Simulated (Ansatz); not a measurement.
MgSe₂⁻, relaxed as a doublet with UKS PBE0-D4/def2-TZVPD in Ansatz, starting from the GFN1-xTB geometry. Force threshold 0.02 eV/Å.

The relaxation made no stability test and no search for a lower SCF solution. Another isomer (doublet) lies 1.26 eV lower at PBE0-D4/def2-TZVPD; other spin states weren't run for this one.

Start:

Cartesian coordinates in Å:
```
Mg -0.130 -1.140 -1.587
Se 0.972 1.110 0.331
Se -0.842 0.029 1.256
```

Question: Estimate the energy that the relaxation releases and the steps that it takes.

Answer: 0.04 eV, in 4 steps; 14 s on 4 threads of Arm Neoverse V1 on a shared host. No frequencies were taken in this run, so the end may be a saddle point.

Question: Does the start keep its bonding and symmetry?

Answer: By distances, no bond broke or formed. The bond that changes most is Mg1–Se3, from 3.16 to 2.99 Å (atoms count from 1). Point group C2v at the start, C2v at the end, both within 0.05 Å.

Question: Predict the relaxed structure.

Answer: 
```xyz
3

Mg   -0.123   -1.076   -1.498
Se    0.953    1.069    0.294
Se   -0.830    0.007    1.203
```
Bond lengths: 2 × Mg–Se 2.99 Å; 1 × Se–Se 2.27 Å.
